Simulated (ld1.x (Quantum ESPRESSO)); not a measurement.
## Before and after: RRKJ potential for O

ld1.x (Quantum ESPRESSO) 7.5 input, shortened:

```
&input
   title='O', zed=8., rel=0, dft='PZ', iswitch=3,
   config='[He] 2s2 2p2 3d-2'
 /
 &inputp
   pseudotype=2, tm=.false., rho0=0.01, lloc=2,
   nlcc=.true., rcore=0.85
 /
3
2S  1  0   2.00   0.00  0.85  0.85  0.0
2P  2  1   2.00   0.00  1.70  1.70  0.0
3D  3  2  -2.00  -0.15  1.80  1.80  0.0
 &test
   configts(1)='2s2 2p2'
 /
```

Change: wave 2s (bound): rc 0.85 bohr becomes 2s (bound): rc 1.10 bohr.

Cutoffs: the cutoffs (Ry, on a coarse ladder) from which the occupation-weighted sum of valence levels, in a spherical-Bessel basis at the reference potential, stays within 10 and 1 mRy of its value at 400 Ry; they do not see the model core or the augmentation charge, which bear on the density cutoff. Errors are all-electron minus pseudo energies relative to the spin-unpolarised reference configuration.

**Question.** Predict the effect on cutoff, ghosts and configuration errors.

**Answer.** The potential gets softer (120 Ry and 160 Ry → 100 Ry and 120 Ry); the errors of the 9 common tests hardly move; neither file shows a bound ghost. A larger radius leaves more room for a smooth pseudo-wave, so fewer plane waves are needed.

```csv
quantity,base,changed
"cutoff, loose",120 Ry,100 Ry
"cutoff, tight",160 Ry,120 Ry
loose cutoff by channel (10 mRy a level),"s 110 Ry, p 40 Ry","s 90 Ry, p 40 Ry"
bound ghosts,none,none
"error for 2s2 2p4, meV [ΔE -50.31 eV]",+419,+409
"error for 2s2 2p3, meV [ΔE -33.72 eV]",+182,+179
"error for 2s2 2p1, meV [ΔE 53.97 eV]",+418,+412
"error for 2s2 2p4.3, meV [ΔE -52.48 eV]",+458,+447
"error for 2s2 2p3.5, meV [ΔE -43.94 eV]",+315,+309
"error for 2s2 2p0, meV [ΔE 130.92 eV]",+2286,+2259
"error for 2s1 2p5, meV [ΔE -35.78 eV]",+787,+765
"error for 2s2 2p2 (spin-polarised), meV [ΔE -2.23 eV]",+93,+93
"error for 2s2 2p4 (spin-polarised), meV [ΔE -51.72 eV]",+501,+492
s: phases at 1.94 bohr within 0.05 rad from the reference energy up to (Ry; the scan ends near 5),0.2,0.4
p: phases at 1.94 bohr within 0.05 rad from the reference energy up to (Ry; the scan ends near 5),-0.2,-0.2
d: phases at 1.94 bohr within 0.05 rad from the reference energy up to (Ry; the scan ends near 5),to the end of the scan,to the end of the scan
```
